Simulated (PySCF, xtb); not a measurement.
CH₃BrOSn, SMILES C[O][Sn][Br] (connectivity only; charge and spin as stated), neutral, multiplicity 1. The values are those of a single conformer.

Harmonic wavenumbers (cm⁻¹) from GFN2-xTB run with xtb 6.7.1 at its own minimum, in rising order: 43, 74, 155, 177, 239, 349, 1075, 1132, 1137, 1413, 1481, 1482, 2935, 2942, 2953.

### Question
What does PBE-D3(BJ)/def2-SVP (PySCF 2.14.0) give at its own minimum? (The exact figures need the calculation; the answer reports its results.)

### Answer
99, 103, 143, 221, 254, 490, 1083, 1121, 1136, 1404, 1412, 1416, 2909, 2992, 2995. Paired by order, the mean absolute difference is 39 cm⁻¹ and the zero-point energies are 25.1 and 25.4 kcal/mol.
